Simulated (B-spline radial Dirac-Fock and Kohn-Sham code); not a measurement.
## Photoionisation of titanium ions at Ga Kα (9251.7 eV)

These are calculated numbers from a radial atomic solver; the model is the independent-particle Dirac-Slater model, thresholds from Dirac-Fock. Cross sections in kb; a dash marks an empty subshell or a threshold above the photon energy.

```
  ion  configuration  total    1s  2p1/2  2p3/2      3s     3d3/2
   Ti   [Ar] 3d2 4s2  10.93  9.81  0.101  0.188  0.0949  3.34e-05
 Ti⁹⁺   [Ne] 3s2 3p1  10.97  9.83  0.103  0.193   0.130         –
Ti¹⁸⁺       [He] 2s2  10.96  10.1      –      –       –         –
```
